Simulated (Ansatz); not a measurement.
`[SH][Zn][Cl]` + H–F → `[F][Zn][Cl]` + H₂S at 700 K and 1 bar (ligand exchange at a Zn–S bond).

Gas-phase electronic energies from Ansatz, PBE0-D4/def2-TZVP geometries. CCSD(T)/CBS adds triple-zeta CCSD(T) − MP2 to the extrapolated MP2 energy (def2 sets, frozen cores). This one scheme is used for every species. For Zn outer-core shells are correlated without core-valence functions, which leaves a few kJ/mol of doubt a bond. Scalar relativity is left out up to krypton. Each species was taken in one conformer, which may not be the lowest.

```csv
species,CCSD(T)/CBS energy (Eh),H − E (kJ/mol),S (J/(mol·K))
`[SH][Zn][Cl]`,-2636.62673,70.3,366.2
H–F,-100.39570,45.2,198.5
`[F][Zn][Cl]`,-2338.03728,45.0,320.3
H₂S,-398.97279,64.8,236.9
```

H − E and S are ideal-gas, rigid-rotor, harmonic terms from PBE0-D4/def2-TZVP, for one conformer and one mirror image of each species. 1 Eh = 2625.50 kJ/mol, R = 8.31446 J/(mol·K).

Task: By hand: ΔE, ΔH, ΔS and ΔG.

Result: ΔE = (-2338.03728) + (-398.97279) − (-2636.62673) − (-100.39570) = 0.01236 Eh = 32.5 kJ/mol. Δ(H − E) = 45.0 + 64.8 − 70.3 − 45.2 = -5.7, so ΔH = 26.8 kJ/mol. ΔS = 320.3 + 236.9 − 366.2 − 198.5 = -7.5 J/(mol·K). ΔG = 26.8 − 700 × (-7.5)/1000 = 32.0 kJ/mol.

Task: By hand: the equilibrium constant, and the temperature at which ΔG would vanish if ΔH and ΔS stayed fixed.

Result: log₁₀ K = −ΔG/(RT ln 10) = -2.4. ΔH and −TΔS have one sign here, so there is no such temperature.

The number of gas molecules stays the same, so ΔS is small and ΔH decides. A doubt of 5 kJ/mol in ΔE shifts log₁₀ K by 0.4 here. Other conformers and mirror images would add mixing entropy, several J/(mol·K) or more a flexible species. These are equilibria of isolated gas molecules and say nothing of rates. Largest T1 diagnostic: 0.016 (customary marks: 0.02 for closed shells, 0.045 for open ones).

ΔS is within the doubt of such terms, so its sign, and with it that verdict, could turn.
